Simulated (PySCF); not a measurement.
BeS: a base run and its variants

Base input, run as `OMP_NUM_THREADS=1 python input.py` with PySCF 2.14:

```python
from pyscf import gto, scf

mol = gto.M(
    atom='Be 0 0 0; S 0 0 1.809',
    basis='3-21g',
    charge=0,
    spin=0,
    verbose=4,
)
mf = scf.RHF(mol)
mf.kernel()
mf.dip_moment()
print('orbital energies (hartree):', mf.mo_energy[..., max(0, mol.nelec[1]-3):mol.nelec[0]+3].round(4))
```

Base result: E(SCF) = -410.083604 Eh, 9 cycles, μz(SCF) = -6.87 D. At this level a UHF run with spin=2 ends 0.37 eV lower; the true order of the states can differ. The basis is very small, so the numbers show the basis as much as the system. Stability towards an unrestricted solution was not tested. The bond length is a typed value, not an optimised one.

Run time: 0.58 s on 1 thread of Arm Neoverse V2 (shared host), peak memory 0.11 GiB.

Each row names what differs from the base; energies in brackets are changes from the base.

| change | result |
| --- | --- |
| spin (2S): 0 → 2; SCF type: RHF → UHF [a high spin state] | E(SCF) = -410.097317 Eh (-0.3731 eV), 10 cycles, ⟨S²⟩ = 2.002, μz(SCF) = -1.24 D |
| geometry: bond 1.809 → bond 3.618 [stretched restricted solution, likely unstable] | E(SCF) = -409.964761 Eh (+3.2339 eV), 9 cycles, μz(SCF) = -1.62 D |
| step after the SCF: none → eomea; frozen orbitals: default → 0; number of roots: default → 3 [positive roots are unbound] | E(SCF) = -410.083604 Eh (+0.0000 eV), 9 cycles, E(CCSD) − E(SCF) = -0.10150 Eh, μz(SCF) = -6.87 D, attachment roots -1.904, 2.102, 2.102 eV |
| basis set: 3-21g → def2-tzv2p [unsound on purpose] | stops with BasisNotFoundError (def2-tzv2p) |
| functional: none (Hartree–Fock) → m06; SCF type: RHF → RKS; step after the SCF: none → analyze | E(SCF) = -410.841801 Eh, 10 cycles, μz(SCF) = -5.59 D |
| basis set: 3-21g → cc-pvdz | E(SCF) = -412.124059 Eh (-55.5236 eV), 9 cycles, μz(SCF) = -6.35 D |
| step after the SCF: none → mp2; frozen orbitals: default → 5 | E(SCF) = -410.083604 Eh (+0.0000 eV), 9 cycles, E(MP2) − E(SCF) = -0.08913 Eh, μz(SCF) = -6.87 D |
| length unit: angstrom → bohr [unsound on purpose] | E(SCF) = -408.866551 Eh (+33.1177 eV), 9 cycles, μz(SCF) = -1.96 D |
| cycle limit: 50 → 1 [unsound on purpose] | not converged: SCF after 1 cycles |
| spin (2S): 0 → 22 [unsound on purpose] [runs as restricted open-shell] | stops with AssertionError |
| basis set: 3-21g → 6-31+g* | E(SCF) = -412.102835 Eh (-54.9461 eV), 9 cycles, μz(SCF) = -6.84 D |
| functional: none (Hartree–Fock) → b3lyp; SCF type: RHF → RKS; step after the SCF: none → analyze | E(SCF) = -410.862195 Eh, 9 cycles, μz(SCF) = -5.34 D |
| step after the SCF: none → gradient | E(SCF) = -410.083604 Eh (+0.0000 eV), 9 cycles, μz(SCF) = -6.87 D, gradient on the second atom 0.0234 Eh/bohr |
| step after the SCF: none → optimize | E(SCF) = -410.083604 Eh (+0.0000 eV), 9 cycles, all at the start geometry; optimised bond 1.760 Å with E = -410.084741 Eh after 3 steps |
| basis set: 3-21g → def2-svpd | E(SCF) = -411.981809 Eh (-51.6528 eV), 9 cycles, μz(SCF) = -6.80 D |
| geometry: bond 1.809 → bond 2.261 | E(SCF) = -410.029552 Eh (+1.4708 eV), 10 cycles, μz(SCF) = -6.68 D |
| spin-free X2C: off → on [basis contracted without relativity] | E(SCF) = -411.001350 Eh, 9 cycles, μz(SCF) = -6.85 D |
| density fitting: none → cc-pvdz-jkfit | stops with BasisNotFoundError (Basis set not found for Be in cc-pvdz-jkfit) |
| basis set: 3-21g → pcseg-2 | E(SCF) = -412.128588 Eh (-55.6469 eV), 10 cycles, μz(SCF) = -6.82 D |
| level shift (hartree): none → 0.1 | E(SCF) = -410.083604 Eh (+0.0000 eV), 12 cycles, μz(SCF) = -6.87 D |
| electric field along z (a.u.): none → 0.05 [may be another electronic state] | E(SCF) = -410.032713 Eh (+1.3848 eV), 10 cycles, μz(SCF) = 3.03 D |

Problem. Order these changes by how far they move the SCF energy from the base, largest first: (1) electric field along z (a.u.): none → 0.05; (2) geometry: bond 1.809 → bond 2.261; (3) geometry: bond 1.809 → bond 3.618.

Solution. (3) +3.2339 eV, (2) +1.4708 eV, (1) +1.3848 eV.
